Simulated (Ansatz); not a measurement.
Input and output for Br2Cl2Si (`Cl[Si](Cl)(Br)Br`).

```yaml
crystal:
  periodic: [false, false, false]
  atoms:
    - {symbol: Cl, position_ang: [-0.615439, -0.277075, 1.920455]}
    - {symbol: Si, position_ang: [0.023112, -0.035386, 0.013872]}
    - {symbol: Cl, position_ang: [1.598195, -1.264430, -0.317464]}
    - {symbol: Br, position_ang: [-1.598978, -0.539446, -1.368211]}
    - {symbol: Br, position_ang: [0.642812, 2.042838, -0.290052]}
basis:
  gaussian: {orbitals: "6-31G*", fitting: {mean_field: def2-universal-jkfit}}
hamiltonian: {xc: {name: HF}, pseudopotentials: {relativity: none}}
correlation: {method: ccsd_t, electrons: all, diis_vectors: 4}
```

```sh
$ ansatz run in.yaml --threads 4 --pin off --events-out ev --progress --plain --max-ram 10444MiB
```

Shortened log:

```
Functional definition: HF
916 factors; integrals over basis functions are off by at most 8.0e-2 eV
mean field evaluation 1: about -172852.7135 eV, gradient 2.4e1 eV
mean field evaluation 2: about -172853.9331 eV, gradient 1.5e1 eV
mean field evaluation 4: about -172854.5305 eV, gradient 4.4e-1 eV
mean field -172854.53113719 eV, -6352.2868542824 hartree, gradient 2.4e-6 eV, S^2 0.000000; 0 other end points of the search recorded, 0 dependent functions left out
reference -172854.53113719 eV, -6352.2868542824 hartree; 59, 59 occupied and 68, 68 virtual orbitals, 916 factors
second order -27.39328515 eV of doubles, -0.00000000 eV of singles
cycle   1  -26.91882764 eV  change    4.7e-1 eV  update   9.1e-2
cycle   2  -27.45024410 eV  change   -5.3e-1 eV  update   2.4e-2
cycle   3  -27.50272335 eV  change   -5.2e-2 eV  update   1.1e-2
cycle   4  -27.48303060 eV  change    2.0e-2 eV  update   2.1e-3
cycle   5  -27.48469600 eV  change   -1.7e-3 eV  update   8.2e-4
cycle   6  -27.48418767 eV  change    5.1e-4 eV  update   2.1e-4
cycle   7  -27.48418496 eV  change    2.7e-6 eV  update   6.8e-5
perturbative correction -0.61190961 eV, -0.0224872633 hartree
Total energy: -172882.62723176 eV, -6353.3193667136 hartree
```

It took 95 s on 4 threads of an Arm Neoverse V2 on a shared host, with 1.6 GiB of host memory at the peak.
